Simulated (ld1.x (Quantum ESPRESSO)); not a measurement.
## Configuration tests for arsenic (RRKJ)

As (Z = 33), norm-conserving RRKJ (Kleinman–Bylander form), made with ld1.x (Quantum ESPRESSO) 7.5 (PBE, scalar-relativistic). Core [Ar] 3d10, reference 4s2 4p3. Waves: 4p (bound): rc 1.65 bohr; 4s (bound): rc 1.20 bohr. Local part: the s channel. Core correction: a·sin(br)/r model core, default radius (core density twice the valence density).

Energies are relative to the spin-unpolarised reference configuration 4s2 4p3; without spin polarisation the order of configurations can differ from experiment.

```json
{"valence configuration": "4s2 4p2", "charge": "+1", "ΔE all-electron (eV)": "9.149", "error AE − PS (meV)": "-5.4"}
{"valence configuration": "4s2 4p1", "charge": "+2", "ΔE all-electron (eV)": "27.067", "error AE − PS (meV)": "-27"}
{"valence configuration": "4s2 4p2.5", "charge": "+0.5", "ΔE all-electron (eV)": "3.555", "error AE − PS (meV)": "-1.4"}
{"valence configuration": "4s0 4p5", "charge": "0", "ΔE all-electron (eV)": "19.056", "error AE − PS (meV)": "-70"}
{"valence configuration": "4s1 4p0", "charge": "+4", "ΔE all-electron (eV)": "105.417", "error AE − PS (meV)": "-277"}
```

Problem. What are ΔE and the potential's error for 4s2 4p3.3?

Solution. ΔE = -1.234 eV all-electron; the error (AE − PS) is 0.0 meV.

Problem. What are ΔE and the potential's error for 4s2 4p0?

Solution. ΔE = 54.770 eV all-electron; the error (AE − PS) is -67 meV.

Note: ghost state, extra bound levels that the all-electron valence spectrum of the same l lacks: p at -492.2 eV. A true bound ghost makes a file unfit for plane-wave use.
